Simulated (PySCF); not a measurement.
## Vibration and rotation of CaH⁺

RHF-CCSD(T) constants of CaH⁺, ¹Σ⁺ (singlet), closed shell (basis Ca pcseg-1, H pcseg-1; no relativity; PySCF 2.14; masses 39.9626 and 1.0078 u):

```
ωe              : 1352.2 cm⁻¹
ωexe            : 17.7 cm⁻¹
Be              : 4.5141 cm⁻¹
αe              : 0.0991 cm⁻¹
D (centrifugal) : 0.000201 cm⁻¹
De to Ca⁺ + H   : 1.79 eV
```

(1) Give the band origin of the fundamental and the first lines of its P and R branches.

(2) Near which J would the R branch turn back, without centrifugal distortion?

Correlated steps freeze 5 core orbitals. Correlated levels converge slowly with the basis: in double zeta they bind strong bonds too weakly, by up to about 1 eV, and carry superposition errors of some tenths. For an ion De counts to the pair picked by the measured ionisation energies or electron affinities, which need not be the lowest pair at this level. Where the molecule has an RHF reference, its open-shell atoms are computed with UHF.

Results:

(1) ν0 = ωe − 2ωexe = 1316.8 cm⁻¹, B0 = 4.4646, B1 = 4.3655 cm⁻¹.

```tsv
J″	P(J″) − ν0	R(J″) − ν0
0		8.730
1	-8.928	17.257
2	-18.050	25.576
3	-27.360	33.683
4	-36.854	41.572
5	-46.527	49.239
6	-56.374	56.678
```

(2) At J ≈ (B0 + B1)/(2(B0 − B1)) − 1 ≈ 44.
